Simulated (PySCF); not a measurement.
**A survey of 19F NMR shifts**

Rapidly exchanging positions averaged, gas phase, a single conformation, non-relativistic. GFN2-xTB geometry; σ from GIAO-PBE0/pcSseg-1; PySCF 2.14.

Shieldings were converted by a linear fit to measured shifts: 19F (scatter 6.0 ppm rms, 7.0 ppm with the 5 outliers that the fit left out vs CFCl3, solution or neat liquid, with a term for F on sp3 carbon). A few per cent of atoms miss by over 2 rms, more outside the fitted compound classes.

(1) Give the 19F shifts of `CC[C@@]1(OC(F)F)O[C@H]1C`.

(2) Order these by 19F shift, lowest first.
A. CC[Si@@H](N[SiH3])C1(F)CC1
B. COC[Si@@H]1C[SiH2][C@H](F)C1
C. CCO[SiH2]C/C([SiH3])=C/F

Results:

(1) 
| compound | environment | δ (ppm) |
| --- | --- | --- |
| [CH3:1][CH2:2][C@@:3]1([O:4][CH:5]([F:6])[F:7])[O:8][C@H:9]1[CH3:10] | F6: fluorine of a CF2 group | -76.4 |
| [CH3:1][CH2:2][C@@:3]1([O:4][CH:5]([F:6])[F:7])[O:8][C@H:9]1[CH3:10] | F7: fluorine of a CF2 group | -88.5 |

(2) A (-213.8 ppm, fluorine on an sp3 carbon), B (-203.0 ppm, fluorine on an sp3 carbon), C (-100.4 ppm, vinylic fluorine).
